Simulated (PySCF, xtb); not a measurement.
CHO2, SMILES O=C=[OH+], charge +1. Atoms are numbered in the order given.

```xyz
4

O     -0.0168     1.2318     0.0000
C     -0.0122     0.1099     0.0000
O      0.1114    -1.1026     0.0000
H     -0.6833    -1.6921     0.0000
```
Charge +1, spin multiplicity 1.

Coordinates come from a B3LYP-D3(BJ)/def2-TZVP optimisation. The isomer is the one that the SMILES or the coordinates give; other isomers of the formula were not compared.

Method: IEF-PCM-PBE0/def2-SVP (PySCF).

The values are the electrostatic part of the solvation free energy, E(continuum) − E(gas) at the gas-phase geometry, in a cavity of scaled van der Waals radii (PySCF's table); cavitation and dispersion terms are not included. In vacuum the orbital gap is 11.10 eV.

Task: Estimate the values in water (ε = 78.36), n-hexane (ε = 1.88), chloroform (ε = 4.71). (Estimate from the structure and the level; the computed values follow.)

Result: 
```
solvent         ε  ΔG(elec) (kcal/mol)  gap (eV)
----------  -----  -------------------  --------
water       78.36                -77.8     11.16
n-hexane     1.88                -36.0     11.12
chloroform   4.71                -61.4     11.14
```

For comparison, GFN2-xTB/ALPB(water) (xtb, at the GFN2-xTB geometry, all terms of that model) gives -81.4 kcal/mol.
